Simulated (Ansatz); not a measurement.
Reaction (substitution at a C–Si bond): `N=C([SiH3])[SiH3]` + H₂S → `N=C([SiH3])S` + SiH₄

Gas-phase electronic energies from Ansatz, PBE0-D4/def2-TZVP geometries. CCSD(T)/CBS adds triple-zeta CCSD(T) − MP2 to the extrapolated MP2 energy (def2 sets, frozen cores). This one scheme is used for every species. Functionals use def2-TZVPP. Each species was taken in one conformer, which may not be the lowest.

`N=C([SiH3])[SiH3]`:

Cartesian coordinates in Å:
```
N 1.249 -0.627 1.175
C 0.366 -0.219 0.345
Si 0.063 1.624 -0.006
Si -0.645 -1.564 -0.532
H 1.755 0.153 1.610
H 1.015 2.397 0.838
H -1.338 1.991 0.330
H 0.293 1.921 -1.444
H -0.460 -1.420 -2.002
H -0.211 -2.906 -0.078
H -2.088 -1.349 -0.237
```

H₂S:

Z-matrix (Å, degrees):
```
S
H 1 1.341
H 1 1.341 2 92.3
```

`N=C([SiH3])S`:

```xyz
9

N    -0.577   -0.313    1.725
C    -0.525   -0.082    0.481
Si    1.174    0.058   -0.345
S    -1.971    0.061   -0.543
H    -1.530   -0.396    2.087
H     1.384   -1.149   -1.185
H     2.219    0.171    0.696
H     1.171    1.250   -1.233
H    -1.346    0.399   -1.683
```

SiH₄:

Cartesian coordinates in Å:
```
Si 0.000 0.000 0.000
H 0.199 0.570 -1.356
H 0.986 0.595 0.937
H 0.190 -1.472 -0.049
H -1.375 0.306 0.469
```

```
             level  ΔE (kcal/mol)
        r2SCANh-D4           -1.9
CCSD(T)/def2-TZVPP            0.4
```

(1) What does CCSD(T)/CBS give? (Estimate.)

Largest T1 diagnostic among the species: 0.014.

## Answers

(1) The calculation gave: +0.4 kcal/mol. The listed levels differ from it by -2.3, 0.0 kcal/mol.

From BLYP to BHLYP (50 % exact exchange), in def2-TZVPP and without D4, ΔE moves by +1.9 kcal/mol. Leaving LDA and LC-ωPBE aside and taking each functional with its dispersion term where it has one, the values, not all of them listed here, spread over 2.9 kcal/mol, from revPBE-D4 to ωB97M-V.
